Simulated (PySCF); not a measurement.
PySCF input (BP86/6-31G* with LANL2DZ past Ar (5d)):

```python
from pyscf import gto, dft

mol = gto.M(
    atom='''
    Cl   -0.29492400    2.57264200   -0.12549500
    Si   -0.06421200    0.67406200    0.65860900
    I     2.08477000   -0.27089000   -0.10518500
    I    -1.97321000   -0.73235100   -0.02853400
    ''',
    basis={'default': '6-31g*', 'I': 'lanl2dz'},
    ecp={'I': 'lanl2dz'},
    charge=0,
    spin=1,
    verbose=4,
)

mf = dft.UKS(mol, xc='bp86')
mf.grids.level = 3
mf.conv_tol = 1e-9
mf.max_cycle = 100
mf.max_memory = 1500
mf.kernel()
if not mf.converged:
    mf = mf.newton()
    mf.kernel(mf.make_rdm1())
mo, _, stable, _ = mf.stability(return_status=True)
if not stable:
    mf.kernel(mf.make_rdm1(mo, mf.mo_occ))
    stable = mf.stability(return_status=True)[2]
mf.dip_moment()
```

Output:

```
PySCF version 2.14.0

[INPUT] verbose = 4
[INPUT] num. atoms = 4
[INPUT] num. electrons = 45
[INPUT] charge = 0
[INPUT] spin (= nelec alpha-beta = 2S) = 1
[INPUT] symmetry False subgroup None
[INPUT] Mole.unit = angstrom
[INPUT] Symbol           X                Y                Z      unit          X                Y                Z       unit  Magmom
[INPUT]  1 Cl    -0.294924000000   2.572642000000  -0.125495000000 AA   -0.557325587561   4.861588796553  -0.237151180002 Bohr   0.0
[INPUT]  2 Si    -0.064212000000   0.674062000000   0.658609000000 AA   -0.121343093911   1.273792570977   1.244590633174 Bohr   0.0
[INPUT]  3 I      2.084770000000  -0.270890000000  -0.105185000000 AA    3.939644332710  -0.511907909883  -0.198770842412 Bohr   0.0
[INPUT]  4 I     -1.973210000000  -0.732351000000  -0.028534000000 AA   -3.728826486253  -1.383942817051  -0.053921445238 Bohr   0.0

nuclear repulsion = 143.256963730416
number of shells = 24
number of NR pGTOs = 126
number of NR cGTOs = 52
basis = {'default': '6-31g*', 'I': 'lanl2dz'}
ecp = {'I': 'lanl2dz'}

******** <class 'pyscf.dft.uks.UKS'> ********
method = UKS
initial guess = minao
damping factor = 0
level_shift factor = 0
DIIS = <class 'pyscf.scf.diis.CDIIS'>
diis_start_cycle = 1
diis_space = 8
diis_damp = 0
SCF conv_tol = 1e-09
SCF conv_tol_grad = None
SCF max_cycles = 100
direct_scf = True
direct_scf_tol = 1e-13
number electrons alpha = 23  beta = 22
XC library pyscf.dft.libxc version 7.1.2
    S. Lehtola, C. Steigemann, M. J. T. Oliveira, and M. A. L. Marques,  SoftwareX 7, 1–5 (2018)
XC functionals = bp86
    A. D. Becke,  Phys. Rev. A 38, 3098 (1988)
    J. P. Perdew,  Phys. Rev. B 33, 8822 (1986)
    J. P. Perdew,  Phys. Rev. B 34, 7406–7406 (1986)
radial grids:
    Treutler-Ahlrichs [JCP 102, 346 (1995); DOI:10.1063/1.469408] (M4) radial grids

becke partition: Becke, JCP 88, 2547 (1988); DOI:10.1063/1.454033
pruning grids: <function nwchem_prune>
grids dens level: 3
symmetrized grids: False
atomic radii adjust function: <function treutler_atomic_radii_adjust>
small_rho_cutoff = 0
Set gradient conv threshold to 3.16228e-05
tot grids = 81976
init E= -766.306213624405
  alpha nocc = 23  HOMO = -0.0559822720055169  LUMO = 0.0206649441925819
  beta  nocc = 22  HOMO = -0.0580932270206017  LUMO = -0.0559822720055167

WARN: HOMO -0.0559822720055169 >= LUMO -0.0559822720055167

cycle= 1 E= -771.750046548987  delta_E= -5.44  |g|= 0.878  |ddm|=  4.1
  alpha nocc = 23  HOMO = -0.044256692424298  LUMO = 0.0420510872890283

WARN: beta  nocc = 22  HOMO -0.0441888920842832 >= LUMO -0.0440347016898077

WARN: HOMO -0.0441888920842832 >= LUMO -0.0440347016898077

cycle= 2 E= -770.612045004168  delta_E= 1.14  |g|= 1.29  |ddm|= 7.39
  alpha nocc = 23  HOMO = -0.172585308692453  LUMO = -0.0685424517065378
  beta  nocc = 22  HOMO = -0.290630349367593  LUMO = -0.164644744730168
  HOMO = -0.172585308692  LUMO = -0.16464474473  gap/eV = 0.21607
cycle= 3 E= -772.427033418604  delta_E= -1.81  |g|= 0.482  |ddm|= 6.56
  alpha nocc = 23  HOMO = -0.232275573700763  LUMO = -0.108540704792837
  beta  nocc = 22  HOMO = -0.263858961393639  LUMO = -0.210136363953421
  HOMO = -0.232275573701  LUMO = -0.210136363953  gap/eV = 0.60244
cycle= 4 E= -772.602171283733  delta_E= -0.175  |g|= 0.225  |ddm|= 1.33
  alpha nocc = 23  HOMO = -0.211519843159536  LUMO = -0.0790477937956986
  beta  nocc = 22  HOMO = -0.249702127043247  LUMO = -0.178518590087242
  HOMO = -0.21151984316  LUMO = -0.178518590087  gap/eV = 0.89801
cycle= 5 E= -772.639323733893  delta_E= -0.0372  |g|= 0.0432  |ddm|= 0.352
  alpha nocc = 23  HOMO = -0.219329514433751  LUMO = -0.0892544587384023
  beta  nocc = 22  HOMO = -0.258508300334807  LUMO = -0.183867387782074
  HOMO = -0.219329514434  LUMO = -0.183867387782  gap/eV = 0.96497
cycle= 6 E= -772.640553353717  delta_E= -0.00123  |g|= 0.00932  |ddm|= 0.0773
  alpha nocc = 23  HOMO = -0.220127803854641  LUMO = -0.0888934618267605
  beta  nocc = 22  HOMO = -0.258199689638678  LUMO = -0.183212107091714
  HOMO = -0.220127803855  LUMO = -0.183212107092  gap/eV = 1.00453
cycle= 7 E= -772.640615834877  delta_E= -6.25e-05  |g|= 0.00218  |ddm|= 0.0176
  alpha nocc = 23  HOMO = -0.219700491036395  LUMO = -0.0882278771709331
  beta  nocc = 22  HOMO = -0.257749444767658  LUMO = -0.182367420289049
  HOMO = -0.219700491036  LUMO = -0.182367420289  gap/eV = 1.01588
cycle= 8 E= -772.640619724661  delta_E= -3.89e-06  |g|= 0.000717  |ddm|= 0.0051
  alpha nocc = 23  HOMO = -0.219796942825331  LUMO = -0.0883206741200446
  beta  nocc = 22  HOMO = -0.257780777178224  LUMO = -0.182336921909984
  HOMO = -0.219796942825  LUMO = -0.18233692191  gap/eV = 1.01934
cycle= 9 E= -772.640620170828  delta_E= -4.46e-07  |g|= 0.000182  |ddm|= 0.00146
  alpha nocc = 23  HOMO = -0.219833977643443  LUMO = -0.0883148598454646
  beta  nocc = 22  HOMO = -0.257770982496462  LUMO = -0.182340949457004
  HOMO = -0.219833977643  LUMO = -0.182340949457  gap/eV = 1.02024
cycle= 10 E= -772.640620204791  delta_E= -3.4e-08  |g|= 2.56e-05  |ddm|= 0.000489
  alpha nocc = 23  HOMO = -0.219836463749649  LUMO = -0.088319200946259
  beta  nocc = 22  HOMO = -0.257771460844278  LUMO = -0.182343733087309
  HOMO = -0.21983646375  LUMO = -0.182343733087  gap/eV = 1.02023
cycle= 11 E= -772.640620204996  delta_E= -2.05e-10  |g|= 1.98e-05  |ddm|= 8.1e-05
  alpha nocc = 23  HOMO = -0.219833988639142  LUMO = -0.0883161070323002
  beta  nocc = 22  HOMO = -0.2577756511981  LUMO = -0.182341767844687
  HOMO = -0.219833988639  LUMO = -0.182341767845  gap/eV = 1.02022
Extra cycle  E= -772.640620204177  delta_E= 8.19e-10  |g|= 3.5e-05  |ddm|= 0.000105
converged SCF energy = -772.640620204177  <S^2> = 0.75214741  2S+1 = 2.0021463
uhf_internal: lowest eigs of H = [0.19360198 0.20286552 0.21035964]
<class 'pyscf.dft.uks.UKS'> wavefunction is stable in the internal stability analysis
Dipole moment(X, Y, Z, Debye):  0.01925, -0.09030,  0.46568
```

The geometry given is a B3LYP-D3(BJ)/def2-TZVP minimum.
